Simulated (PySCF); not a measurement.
Be(SeH)2 (BeH₂Se₂), SMILES [Be]([SeH])[SeH].

Geometry optimised at B3LYP-D3(BJ)/def2-TZVP. The values are those of a single conformer.

The numbers are results of TDA-ωB97X/def2-SVPD (PySCF), not measurements.

Vertical excitations. Isolated molecule, no solvent. State labels are in the subgroup C2.

| state | symmetry | energy (eV) | λ (nm) | f | main pairs |
|---|---|---|---|---|---|
| S1 | B | 5.35 | 232 | 0.002 | HOMO→LUMO+1 43 %, HOMO−1→LUMO 39 %, HOMO−1→LUMO+2 7 % |
| S2 | A | 5.38 | 231 | 0.003 | HOMO−1→LUMO+1 43 %, HOMO→LUMO 39 % |
| S3 | A | 6.05 | 205 | 0.060 | HOMO→LUMO+2 66 %, HOMO−1→LUMO+3 12 %, HOMO→LUMO 11 % |
| S4 | B | 6.06 | 205 | 0.064 | HOMO−1→LUMO+2 52 %, HOMO−1→LUMO 19 %, HOMO→LUMO+3 14 % |
| S5 | A | 6.23 | 199 | 0.002 | HOMO−1→LUMO+1 42 %, HOMO→LUMO 25 %, HOMO→LUMO+2 14 % |
| S6 | B | 6.25 | 198 | 0.345 | HOMO→LUMO+1 37 %, HOMO−1→LUMO+2 26 %, HOMO−1→LUMO 18 % |
| S7 | A | 6.74 | 184 | 0.025 | HOMO→LUMO+8 22 %, HOMO−1→LUMO+7 20 %, HOMO→LUMO 14 %, HOMO→LUMO+5 11 % |
| S8 | B | 6.74 | 184 | 0.025 | HOMO−1→LUMO+8 21 %, HOMO→LUMO+7 21 %, HOMO−1→LUMO 12 %, HOMO−1→LUMO+5 11 % |
| S9 | B | 6.93 | 179 | 0.013 | HOMO−2→LUMO 63 %, HOMO−2→LUMO+2 22 % |
| S10 | A | 6.98 | 178 | 0.003 | HOMO−2→LUMO+1 82 % |
| T1 | A | 5.05 | 246 | 0 | HOMO−1→LUMO+1 38 %, HOMO→LUMO 38 % |
| T2 | B | 5.05 | 246 | 0 | HOMO→LUMO+1 38 %, HOMO−1→LUMO 38 % |
| T3 | A | 5.35 | 232 | 0 | HOMO−1→LUMO+1 39 %, HOMO→LUMO+2 28 %, HOMO→LUMO 20 % |
| T4 | B | 5.36 | 231 | 0 | HOMO→LUMO+1 40 %, HOMO−1→LUMO+2 28 %, HOMO−1→LUMO 21 % |
Triplets are in the Tamm–Dancoff approximation.
